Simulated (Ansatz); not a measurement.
MnI₂, relaxed as a doublet with UKS r2SCAN-D4/def2-TZVP in Ansatz, starting from the GFN2-xTB geometry. Force threshold 0.02 eV/Å.

In the def2 sets I takes a core potential; there is no spin–orbit coupling. The charge 0 doublet is spin-contaminated (final ⟨S²⟩ up to 2.72, 0.75 for a pure state). The structure comes from a short search, and lower isomers may exist.

Start:

Cartesian coordinates in Å:
```
Mn -0.497 -0.506 -0.091
I -1.169 1.752 -0.531
I 1.667 -1.246 0.622
```

Problem. Estimate the energy that the relaxation releases and the steps that it takes.

Solution. 0.28 eV, in 6 steps; 59 s on 2 threads of Intel Xeon Platinum 8375C on a shared host. No frequencies were taken in this run, so the end may be a saddle point.

Problem. Does the start keep its bonding and symmetry?

Solution. By distances, no bond broke or formed. The bond that changes most is Mn1–I3, from 2.40 to 2.49 Å (atoms count from 1). Point group C2v at the start, D∞h at the end, both within 0.05 Å.

Problem. Predict the relaxed structure.

Solution. 
```xyz
3

Mn   -0.003   -0.003   -0.001
I    -1.644    1.741   -0.669
I     1.647   -1.738    0.670
```
Bond lengths: 2 × I–Mn 2.49 Å.
